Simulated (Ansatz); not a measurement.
`CC(C)[Si](Cl)(Cl)Cl` + H₂Te → `Cl[Si](Cl)(Cl)[TeH]` + `CCC` at 500 K and 1 bar (ligand exchange at the Si–C bond).

Gas-phase electronic energies from Ansatz, PBE0-D4/def2-TZVP geometries. CCSD(T)/CBS adds triple-zeta CCSD(T) − MP2 to the extrapolated MP2 energy (def2 sets, frozen cores). def2 core potentials past Kr. For Te outer-core shells are correlated without core-valence functions, which leaves a few kJ/mol of doubt a bond. Each species was taken in one conformer, which may not be the lowest.

```tsv
species	CCSD(T)/CBS energy (Eh)	H − E (kJ/mol)	S (J/(mol·K))
`CC(C)[Si](Cl)(Cl)Cl`	-1786.96983	325.0	503.7
H₂Te	-268.91024	48.9	247.6
`Cl[Si](Cl)(Cl)[TeH]`	-1936.91665	79.6	449.0
`CCC`	-118.98051	304.1	314.1
```

H − E and S are ideal-gas, rigid-rotor, harmonic terms from PBE0-D4/def2-TZVP, for one conformer and one mirror image of each species. 1 Eh = 2625.50 kJ/mol, R = 8.31446 J/(mol·K).

Question: By hand: ΔE, ΔH, ΔS and ΔG.

Answer: ΔE = (-1936.91665) + (-118.98051) − (-1786.96983) − (-268.91024) = -0.01709 Eh = -44.9 kJ/mol. Δ(H − E) = 79.6 + 304.1 − 325.0 − 48.9 = 9.8, so ΔH = -35.1 kJ/mol. ΔS = 449.0 + 314.1 − 503.7 − 247.6 = 11.8 J/(mol·K). ΔG = -35.1 − 500 × (11.8)/1000 = -41.0 kJ/mol.

Question: By hand: the equilibrium constant, and the temperature at which ΔG would vanish if ΔH and ΔS stayed fixed.

Answer: log₁₀ K = −ΔG/(RT ln 10) = 4.3. ΔH and −TΔS have one sign here, so there is no such temperature.

The number of gas molecules stays the same, so ΔS is small and ΔH decides. A doubt of 5 kJ/mol in ΔE shifts log₁₀ K by 0.5 here. Other conformers and mirror images would add mixing entropy, several J/(mol·K) or more a flexible species. Modes under 60 cm⁻¹, often nearly free rotors, make the harmonic entropy too high. These are equilibria of isolated gas molecules and say nothing of rates. Largest T1 diagnostic: 0.010 (customary marks: 0.02 for closed shells, 0.045 for open ones).

ΔS is within the doubt of such terms, so its sign, and with it that verdict, could turn.
